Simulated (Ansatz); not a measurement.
Ansatz (an electronic-structure program) input:
A basis named .json is the Basis Set Exchange file of that set.

Ansatz 0.2 input:
```yaml
crystal:
  periodic: [false, false, false]
  atoms:
    - {symbol: Al, position_ang: [-0.00000000, -0.00000000, -1.15422869]}
    - {symbol: Cl, position_ang: [0.00000000, 0.00000000, 0.88264547]}
basis:
  gaussian:
    orbitals: aug-cc-pV_D+d_Z.json
total_charge: 1
magnetization: {spin_polarized: true, initial_magnetization: 1}
correlation: {method: ccsd_t, electrons: outside_noble_gas}
```

Q: Which total energy does the run end on?

A: -701.38138 Eh (CCSD(T)/aug-cc-pV(D+d)Z). The basis has 64 functions.
